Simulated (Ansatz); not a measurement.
GeICl₃. Total charge 0; singlet. Geometry PBE0-D4/def2-SVP; atoms count from 1.

```xyz
5

Ge   -0.009    0.004   -0.047
I     0.480   -0.195    2.378
Cl    1.472   -1.018   -1.194
Cl   -0.027    2.053   -0.641
Cl   -1.915   -0.845   -0.497
```

In the def2 sets I takes a core potential; there is no spin–orbit coupling.

(1) Estimate the Mulliken populations from the PBE0/def2-TZVP orbitals of Ansatz.

(2) And the Mayer bond orders between heavy atoms (over 0.3)?

Answers

(1) 
| atom | charge (e) |
| --- | --- |
| Ge1 | 0.85 |
| I2 | -0.14 |
| Cl3 | -0.24 |
| Cl4 | -0.24 |
| Cl5 | -0.24 |
Mulliken values depend strongly on the basis.

(2) Ge1–I2 1.07 (2.48 Å); Ge1–Cl3 1.06 (2.13 Å); Ge1–Cl4 1.06 (2.13 Å); Ge1–Cl5 1.06 (2.13 Å).
